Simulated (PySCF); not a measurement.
## Ionisation energy of In⁺ by level of theory

In⁺ [Kr] 4d10 5s2 (1S) → In²⁺ [Kr] 4d10 5s1 (2S), as a difference of total energies. Computed with PySCF 2.14 in aug-cc-pwCVDZ-PP with ECP28MDF (6s5p4d1f, 48 functions), with scalar relativity through the core potential. Correlated levels: valence: 4s2 4p6 4d10 frozen; valence and next inner shell: nothing frozen outside the core potential. The calculations carry no spin-orbit coupling.

```csv
method,ionisation energy (eV)
UHF,17.008
LDA,19.491
PBE,19.050
PBE0,18.718
r2SCAN,18.802
B2PLYP,18.480
BLYP,19.172
TPSS,18.771
r2SCAN0,18.612
MP2 (valence),17.615
SCS-MP2 (valence),17.736
MP2 (valence and next inner shell),18.643
SCS-MP2 (valence and next inner shell),18.584
```

Errors of the correlated levels include the incompleteness of this basis and the frozen core.

MP2 underrates the near-degeneracy of ns² with np² in the lower species.

Problem. Which method comes closest to the reference value, and which is furthest?

Solution. The reference is 18.870 eV (measured; NIST Atomic Spectra Database, ionization energies). Closest: r2SCAN (error -0.068 eV); furthest: UHF (error -1.862 eV).
